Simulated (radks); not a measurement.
The numbers below are computed, except where a source is named.
Spherical quantum dot in the effective-mass picture: electrons in a hard-walled sphere of radius 4.54, all in effective atomic units (hartree* = m*/eps^2 hartree, bohr* = eps/m* bohr), one dielectric constant everywhere. Level of theory: non-relativistic Kohn-Sham, PBE, spin-polarised, spherical densities (a radial shooting solver with Libxc functionals). Levels are named by radial order and angular momentum (1s, 1p, 1d, 2s, ...), and open shells are averaged over m. Results are scaled to m* = 0.028 and eps = 15.8, for which hartree* = 3.052 meV and bohr* = 29.86 nm.

N = 36, configuration 1s2 1p6 1d10 1f14 1g(up 4, down 0). This is the lowest configuration that the search found. Occupied levels:

level,occupation,eigenvalue (meV),<r> (nm)
1s up,1,30.359,98.89
1s down,1,30.443,98.57
1p up,3,30.672,100.5
1p down,3,30.758,100.3
1d up,5,31.255,102.3
1d down,5,31.345,102.1
1f up,7,32.083,104.0
1f down,7,32.176,103.9
1g up,4,33.139,105.5

Energy (meV): total 618.609, kinetic 130.60, external 0, Hartree 536.32, exchange-correlation -48.317.
